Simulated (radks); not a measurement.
Task: The xenon ion Xe11+ is in [Kr] 4d7. Method: scalar-relativistic Kohn-Sham, LDA (Slater exchange, Perdew-Wang correlation), spin-polarised, spherical densities, finite nucleus; Fermi nuclear charge, rms radius of each element as measured or else 0.836 A^(1/3) + 0.57 fm; computed with a radial shooting solver on a logarithmic mesh with Libxc functionals. Open shells are filled with parallel spins first. One electron is removed from 4s, 4p, 4d, 3d in turn, with full relaxation. Which removal costs least, and what does each cost?

Result: 4d 255.93 eV; 4p 342.15 eV; 4s 400.45 eV; 3d 887.01 eV. The 4d electron leaves first.
